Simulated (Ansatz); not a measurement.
Relative stability

The two ends of one reaction step of SiH$_{6}$SeS, singlet (PBE0-D4/def2-TZVP).

A:

```tsv
atom	x (Å)	y (Å)	z (Å)
Si1	-1.1489	-0.4229	-0.8677
S2	1.8008	0.5036	2.3470
H3	-1.3374	-1.4605	-1.9103
H4	-0.7766	-1.0731	0.4134
H5	-2.3907	0.3678	-0.6953
H6	1.3200	0.9700	1.1783
Se7	0.4252	1.1044	-1.5014
H8	0.6318	-0.0740	2.6614
H9	1.4760	0.0847	-1.6254
```

B:

```
9
angstrom
Si -1.0611 -0.8911 0.3235
S 0.6868 -0.5594 1.5214
H -0.5702 -1.6065 -0.8761
H -2.0461 -1.7276 1.0546
H -1.7001 0.3924 -0.0568
H 1.2425 1.3212 -0.4302
Se 1.1302 1.8765 -1.7879
H 0.0365 0.1068 2.4904
H 2.2817 1.0876 -2.2388
```

Ansatz 0.2.0; basis: def2-TZVPP; cores frozen in the correlated methods. Filled d shells of the heavier atoms are correlated. The def2 sets are not built for correlating such inner shells, so the correlated values are less sure here. B3LYP uses VWN-RPA correlation.

Problem. Which structure is lower at CCSD(T), and by how much? (Judge from chemistry; the value comes from the calculation.)

Solution. Computed: A, by 4.3 kJ/mol (electronic energy, against the other); a gap this small isn't resolved in one triple-zeta basis. By their contacts, A is a complex of SiH₄Se ([SiH3][SeH]) + H₂S and B is a complex of SiH₄S ([SiH3][SH]) + H₂Se.

All methods give the same order:

```tsv
method	E(B) − E(A) (kJ/mol)
SPW92	2.5
PBE-D4	4.2
BLYP-D4	3.0
r2SCAN-D4	3.4
B97M-V	0.1
PBE0-D4	4.6
B3LYP-D4	3.6
r2SCAN0-D4	4.2
BHLYP-D4	4.1
CAM-B3LYP-D4	2.9
wB97X-V	3.2
wB97M-V	3.2
B2PLYP	4.3
PBE-QIDH	4.8
RPA on PBE	4.1
HF	5.1
MP2	4.7
CCSD	4.7
CCSD(T)	4.3
```

No T1 diagnostic of these runs exceeds 0.010.

Labels in which every atom is bracketed show which atoms are joined, not bond orders.

For scale, one of the runs: CCSD(T)/def2-TZVPP, 216 basis functions, launched by `ansatz run in.yaml --threads 4 --pin off --events-out ev --progress --plain --max-ram 9574MiB`. Time: 78 s of wall clock on 4 CPU threads of a Oxide Virtual Turin-like; the host was shared. Peak host memory: 2.9 GiB.
